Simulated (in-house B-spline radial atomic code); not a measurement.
The argon ion Ar⁷⁺: [Ne] 3s1

Method: Dirac-Kohn-Sham PBE, spherical fractional occupations, Fermi nucleus of rms radius 3.4274 fm. Calculated with a radial B-spline atomic code at the basis-set limit.

Effective charges: Z_r = [3n² - l(l+1)]/(2<r>) from the radius, Z_e = n√(-2ε) from the energy, and Slater's rules. Values are occupation-weighted means over j.

```csv
shell,electrons,ε (eV),<r> (bohr),Z_r,Z_e,Slater
1s,2,-3266.6,0.08569,17.50,15.49,17.70
2s,2,-434.95,0.41,14.63,11.31,13.85
2p,6,-368.78,0.3713,13.47,10.41,13.85
3s,1,-134.31,1.153,11.71,9.43,9.20
```

The least bound orbital is 3s1/2 at -134.3 eV, and it is also the most diffuse (<r> = 1.153 bohr).

Spin-orbit splittings of the orbital energies (j = l + 1/2 above j = l - 1/2 when positive): 2p 2.293 eV.

For the 1s electron the small component carries 0.412 % of the norm, the zero-frequency Breit interaction raises the level by 2.537 eV, self-energy by 1.159 eV, and vacuum polarisation lowers it by 0.08116 eV.
